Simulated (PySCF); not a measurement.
## How methods differ on the excitation energy of Pt

Pt [Xe] 4f14 5d9 6s1 (3D) → Pt [Xe] 4f14 5d10 (1S), as a difference of total energies. All numbers are calculated (PySCF 2.14, scalar relativity through the core potential, in def2-QZVPPD with the def2 core potential (60 electrons) (7s5p4d4f2g, 88 functions)). Correlated levels: valence: 5s2 5p6 frozen. The calculations carry no spin-orbit coupling.

```tsv
method	excitation energy (cm⁻¹)
UHF	8389.4
MP2 (valence)	1470.9
SCS-MP2 (valence)	1133.7
CCSD (valence)	3638.7
CCSD(T) (valence)	2735.7
```

Errors of the correlated levels include the incompleteness of this basis and the frozen core.

**Question.** Which method comes closest to the reference value, and which is furthest?

**Answer.** The reference is 1924.7 cm⁻¹ (measured; NIST levels, between the centres of gravity of the two terms). Closest: MP2 (valence) (error -453.83 cm⁻¹); furthest: UHF (error 6464.7 cm⁻¹).
